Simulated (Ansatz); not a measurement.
System: C2H7Ge (charge -1, singlet). It need not be the lowest isomer of its formula. Whether it binds its extra electron was not tested at this geometry. 
Geometry from a B3LYP-D3(BJ)/def2-TZVP (Ansatz, an electronic-structure program) optimisation:
SMILES: [CH3][GeH-][CH3]
```xyz
10

C      1.5859    -0.6634    -0.4110
Ge    -0.0374     0.3996     0.3401
C     -1.4643    -0.7826    -0.6061
H      1.4823    -0.8889    -1.4783
H      1.6870    -1.6117     0.1293
H      2.5154    -0.1016    -0.2669
H     -0.0049     1.5180    -0.8515
H     -1.2086    -0.9941    -1.6504
H     -1.5594    -1.7386    -0.0783
H     -2.4455    -0.2954    -0.5842
```
Charge -1, spin multiplicity 1.

Total electronic energies in hartree. Valence correlation only, unless marked. Spin-orbit coupling is left out. Frozen are the shells of the preceding noble gas and the d and f shells that filled before the atom's block. No relativistic terms. CBS marks a two-point X^-3 extrapolation of the correlation energy; Hartree-Fock from the larger set.

```
level                                        program  energy (Eh)
------------------------------------  --------------  -----------
HF/6-31G                                      Ansatz  -2154.77633
HF/cc-pVTZ                                    Ansatz  -2155.21817
revPBE-D4/def2-TZVPD                  Ansatz + dftd4  -2157.30258
r2SCAN-D4/def2-TZVPD                  Ansatz + dftd4  -2157.40109
B97M-V/def2-TZVPD                             Ansatz  -2157.07462
B3LYP/def2-TZVPD                              Ansatz  -2157.52271
PBE0-D3(BJ)/def2-TZVPD                Ansatz + dftd3  -2157.10112
PBE0/def2-TZVPD                               Ansatz  -2157.09550
BHLYP-D3(BJ)/def2-TZVPD               Ansatz + dftd3  -2157.39201
HSE06/def2-TZVPD                              Ansatz  -2157.09044
CAM-B3LYP/def2-TZVPD                          Ansatz  -2157.53286
B2PLYP-D4/def2-TZVPD                  Ansatz + dftd4  -2156.96585
B2PLYP/def2-TZVPD                             Ansatz  -2156.96061
RPA@PBE/cc-pVQZ                               Ansatz  -2156.13146
MP2/6-31G*                                    Ansatz  -2155.20441
MP2/cc-pVTZ                                   Ansatz  -2155.71890
RI-MP2/cc-pVTZ                                Ansatz  -2155.71871
SCS-MP2/aug-cc-pVQZ                           Ansatz  -2155.78305
CCSD(T)/6-31G*                                Ansatz  -2155.26308
CCSD(T)/cc-pVTZ                               Ansatz  -2155.78451
CCSD(T)/aug-cc-pVQZ                           Ansatz  -2155.82750
CCSD(T)/cc-pVQZ                               Ansatz  -2155.82207
CCSD(T)/CBS(aug-cc-pVTZ,aug-cc-pVQZ)          Ansatz   -2155.8424
```

Totals of different functionals don't rank their quality; only differences between species are comparable.
